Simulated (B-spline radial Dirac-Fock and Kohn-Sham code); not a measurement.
# What relativity does to the binding energies of Kr²⁺

System: the Kr²⁺ ion, [Ar] 3d10 4s2 4p4.

Both columns are ΔSCF binding energies of the configuration average from a radial atomic solver: non-relativistic Hartree-Fock with a point nucleus, and Dirac-Fock with a finite nucleus and the Coulomb interaction alone, averaged over the two j levels with weights 2j+1.

```csv
shell,Hartree-Fock (eV),Dirac-Fock (eV),shift (eV),shift (%)
1s,14129.7,14387.3,+257.68,+1.82
2s,1902.8,1961.5,+58.71,+3.09
3s,313.6,323.7,+10.07,+3.21
3d,122.0,120.0,-2.02,-1.66
4s,52.21,53.31,+1.11,+2.12
4p,36.01,36.08,+0.07,+0.19
```

Relativity binds 1s, 2s, 3s, 4s, 4p more strongly, among those listed most of all 3s in relative terms, and 3d more weakly, because the contracted s and p shells screen the nucleus better.

Values without a named source are computed, but for edge energies of neutral atoms, which are taken from tables.
